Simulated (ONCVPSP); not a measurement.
# Configuration tests for sulfur (S) (ONCV)

S (Z = 16), optimised norm-conserving Vanderbilt (ONCV), made with ONCVPSP 4.0.1 (PBEsol, scalar-relativistic). Core [Ne], reference 3s2 3p3 (charge +1). Waves: 3s: rc 1.15 bohr, ncon 3, nbas 6, qcut 5.7 1/bohr, local; 3p: rc 1.45 bohr, ncon 4, nbas 8, qcut 6.8 1/bohr, 2 projectors, debl 2.4 Ha; d scattering state at 0.33 Ha: rc 1.15 bohr, ncon 4, nbas 8, qcut 8.3 1/bohr, 1 projector. Local part: the s channel. Core correction: none.

Energies are relative to the spin-unpolarised reference configuration 3s2 3p3; without spin polarisation the order of configurations can differ from experiment.

```tsv
valence configuration	charge	ΔE all-electron (eV)	error AE − PS (meV)
3s2 3p1	+3	56.241	+47
3s1 3p4	+1	10.847	-1.2
```

What are ΔE and the potential's error for 3s2 3p4?

ΔE = -11.733 eV all-electron; the error (AE − PS) is +2.6 meV.

What are ΔE and the potential's error for 3s2 3p2?

ΔE = 22.241 eV all-electron; the error (AE − PS) is +6.0 meV.

Levels in the configuration 3s1 3p4:

| level | all-electron (eV) | pseudo (eV) |
| --- | --- | --- |
| 3s | -28.219 | -28.218 |
| 3p | -17.329 | -17.327 |
